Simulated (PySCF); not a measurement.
Structure with atom numbers: `[CH3:1][C+:2]([CH3:3])[CH2:4][CH:5]([Cl:6])[Cl:7]` (H(Xn): hydrogen on atom n).

Geometry: GFN2-xTB; GIAO shifts from PySCF, gas phase, non-relativistic, averaged over equivalent atoms.

At B97-2/MINI (52 basis functions, 4.6 s wall time on 1 thread of an Arm Neoverse V1, shared host):
```json
{"atoms": "C2", "δ (ppm)": "225.6"}
{"atoms": "C5", "δ (ppm)": "78.8"}
{"atoms": "C1/C3", "δ (ppm)": "63.4"}
{"atoms": "C4", "δ (ppm)": "61.1"}
{"atoms": "H(C5)", "δ (ppm)": "6.69"}
{"atoms": "H(C1)/H(C3)", "δ (ppm)": "4.52"}
{"atoms": "H(C4)", "δ (ppm)": "4.14"}
```

δ = σ(ref) − σ, references computed at the same level: TMS for 13C (σref 224.31) and 1H (σref 30.76).

Task: What do these become at PBE0/pcSseg-1?

Result: 
```tsv
atoms	δ at PBE0/pcSseg-1	change
C2	323.2	+97.6
C5	84.5	+5.7
C1/C3	60.1	-3.3
C4	66.4	+5.3
H(C5)	7.17	+0.48
H(C1)/H(C3)	4.70	+0.18
H(C4)	3.99	-0.15
```

Referencing at the same level of theory: 13C (186.93 ppm) and 1H (31.72 ppm) against TMS.

The largest change is at C2 (carbocation centre). Cost: 178 basis functions, 30 s wall time on 1 thread of an Arm Neoverse V1, shared host. The order of the carbon signals changes between the two levels.

Carbons that carry Cl, above all several Cl atoms, come out too deshielded, partly because spin–orbit coupling is missing.
